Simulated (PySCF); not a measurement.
Q: Give a PBE0-D3(BJ)/def2-SVP geometry of `NBC[SiH2]Cl`.

A: 
Z-matrix in Å and degrees, rows numbered from 1:
```
N 
B   1  1.3936
C   2  1.5783  1  121.50
Si  3  1.8646  2  111.06  1   -83.14
Cl  4  2.0778  3  110.02  2   -52.33
H   1  1.0108  2  122.64  3   177.91
H   1  1.0124  2  123.79  3    -1.01
H   2  1.2105  1  117.49  3  -178.49
H   3  1.1014  2  111.59  1   156.21
H   3  1.1058  2  112.15  1    34.63
H   4  1.4922  3  112.56  2  -171.70
H   4  1.4926  3  110.67  2    66.09
```

Si4 (chlorine-bound silicon) is tetrahedral (angles from 107.1° to 112.6°). B2 (three-coordinate boron) is planar (angles 121.5°, 121.0° and 117.5°, sum 360.0°, 0.01 Å off the plane of its three neighbours). N1 (boron-bound nitrogen) is planar (angles 123.8°, 122.6° and 113.6°, sum 360.0°, 0.01 Å off the plane of its three neighbours).

Method used: PBE0-D3(BJ)/def2-SVP geometry optimisation, gas phase (PySCF).

Point group: C1 (no symmetry element, even within 0.4 Å). PBE0-D3(BJ)/def2-SVP frequencies: not computed here. One conformer, not necessarily the lowest (N1–B2–C3–Si4 -83°, B2–C3–Si4–Cl5 -52°).
